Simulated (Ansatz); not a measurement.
The cluster Li₄H₅⁻. Charge -1, multiplicity 1. Geometry PBE0-D4/def2-TZVPD; atoms count from 1.

```tsv
atom	x (Å)	y (Å)	z (Å)
Li1	-1.218	-0.991	-0.809
Li2	0.067	-1.167	1.323
Li3	0.030	1.093	-1.386
Li4	1.309	0.920	0.748
H5	0.539	-0.419	-0.357
H6	1.099	-0.035	2.265
H7	-1.426	-1.954	0.697
H8	-1.462	0.315	-2.023
H9	1.061	2.238	-0.458
```

The structure comes from a short search, and lower isomers may exist.

Q: Estimate the Mulliken populations from the PBE0/def2-TZVPD orbitals of Ansatz.

A: 
```json
{"atom": "Li1", "charge (e)": "0.70"}
{"atom": "Li2", "charge (e)": "0.70"}
{"atom": "Li3", "charge (e)": "0.70"}
{"atom": "Li4", "charge (e)": "0.70"}
{"atom": "H5", "charge (e)": "-0.92"}
{"atom": "H6", "charge (e)": "-0.72"}
{"atom": "H7", "charge (e)": "-0.72"}
{"atom": "H8", "charge (e)": "-0.72"}
{"atom": "H9", "charge (e)": "-0.72"}
```
Mulliken values depend strongly on the basis. With diffuse functions, as here, like atoms can get unlike values, and bond orders can come out too low or too high.
